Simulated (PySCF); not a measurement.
AlB$_{2}$H$_{2}$O, BH$_{4}$O$_{2}$ (calculated)

All values are calculated (PySCF 2.14.0). Calculation on a computer-drawn molecule: optimised geometry and harmonic frequencies of an isolated molecule of the commonest isotopes, restricted reference for singlets and unrestricted otherwise, frozen core in MP2.

Common to all runs: multiplicity 1; method HF.

(1) AlB$_{2}$H$_{2}$O

Start structure:
```xyz
6
AlB2H2O
O     -1.9943     0.3352    -0.0868
B     -0.9434     0.7840     0.0966
B      0.5960     0.6820     0.5338
Al     2.7078     0.8937     0.7425
H      3.3752    -0.4304     0.7593
H      3.3599     2.1748     0.1965
```

- charge: 1
- basis: cc-pV(D+d)Z
- rotational constants: 116.8, 1.57, 1.549 GHz
- total energy: -366.9983 hartree
- convergence status largest gradient component: 1.364e-05 hartree/bohr

Drawn bonds:
| atom | other atom | order |
| --- | --- | --- |
| 1 | 2 | 2 |
| 2 | 3 | 1 |
| 3 | 4 | 1 |
| 4 | 5 | 1 |
| 4 | 6 | 1 |

Optimised structure:
```xyz
6
AlB2H2O
O     -2.2170     0.4960    -0.0160
B     -1.0546     0.5802     0.1172
B      0.6391     0.7019     0.3115
Al     2.9060     0.8631     0.5710
H      3.4794    -0.5310     0.9401
H      3.3482     2.3291     0.3182
```

Modes:
| frequency (cm⁻¹) | reduced mass (dalton) |
| --- | --- |
| 117.8 | 4.421 |
| 129 | 8.83 |
| 296.6 | 12.23 |
| 330.1 | 2.3 |
| 396.8 | 6.065 |
| 535.9 | 2.126 |
| 597.4 | 1.24 |
| 742.7 | 1.061 |
| 901.8 | 11.68 |
| 2096 | 1.015 |
| 2138 | 1.071 |
| 2250 | 12.33 |

(2) BH$_{4}$O$_{2}$

Start structure:
```xyz
7
BH4O2
O      1.4248    -0.1168    -1.6506
B      1.4212    -0.2930    -0.1843
O      2.5266    -1.0741     0.3143
H      1.3625    -1.0082    -2.0509
H      0.2853    -0.7939     0.1506
H      1.4052     0.8271     0.3410
H      2.4139    -1.8662    -0.1394
```

* charge: -1
* basis: aug-cc-pVDZ
* rotational constants: ?
* total energy: ?

Drawn bonds:
| atom | other atom | order |
| --- | --- | --- |
| 1 | 2 | 1 |
| 2 | 3 | 1 |
| 1 | 4 | 1 |
| 2 | 5 | 1 |
| 2 | 6 | 1 |
| 3 | 7 | 1 |

## Withheld values
1. What rotational constants does the calculation give for BH$_{4}$O$_{2}$ (entry 2)?
2. What total energy does the calculation give for BH$_{4}$O$_{2}$ (entry 2)?

## Answers
1. 37.43, 9.295, 8.08 GHz
2. -176.8224 hartree

Further results for BH$_{4}$O$_{2}$ (entry 2):

- convergence status largest gradient component: 3.665e-06 hartree/bohr

Optimised structure:
```xyz
7
BH4O2
O      1.6787    -0.4970    -1.6914
B      1.4313    -0.3755    -0.2114
O      2.5313    -1.0593     0.4989
H      0.8601    -0.3922    -2.1413
H      0.2995    -0.9066     0.0433
H      1.4099     0.8198     0.1660
H      2.6287    -1.9144     0.1166
```

Modes:
| frequency (cm⁻¹) | reduced mass (dalton) |
| --- | --- |
| 166.1 | 1.101 |
| 255.3 | 1.185 |
| 475.6 | 3.647 |
| 844.4 | 3.495 |
| 883.9 | 1.513 |
| 935.9 | 2.44 |
| 1016 | 1.161 |
| 1104 | 1.292 |
| 1196 | 1.242 |
| 1283 | 1.302 |
| 1295 | 1.238 |
| 2048 | 1.08 |
| 2238 | 1.055 |
| 4176 | 1.066 |
| 4205 | 1.066 |
